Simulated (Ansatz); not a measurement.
A structure relaxed at PBE0-D4/def2-TZVP, charge 0, multiplicity 1:

```
atom   x (Å)   y (Å)   z (Å)
  O1  -1.353   0.599  -0.751
  B2  -1.155   0.475   0.579
  O3  -2.145   0.737   1.463
 Te4   0.730  -0.120   1.536
  C5   1.694  -0.706  -0.320
  F6   3.011  -0.779  -0.150
  F7   1.277  -1.891  -0.770
  F8   1.468   0.177  -1.319
  H9  -0.576   0.470  -1.301
 H10  -2.953   1.038   1.032
```

(1) Give its formula and SMILES.

(2) Summarise the bond lengths by kind.

Answers

(1) CH2BF3O2Te, `OB(O)[Te]C(F)(F)F`.

(2) 2 × B–O 1.351 to 1.352 Å; 2 × H–O 0.961 to 0.963 Å; 1 × B–Te 2.196 Å; 1 × C–Te 2.172 Å; 3 × C–F 1.330 to 1.353 Å.

All numbers were calculated with Ansatz.
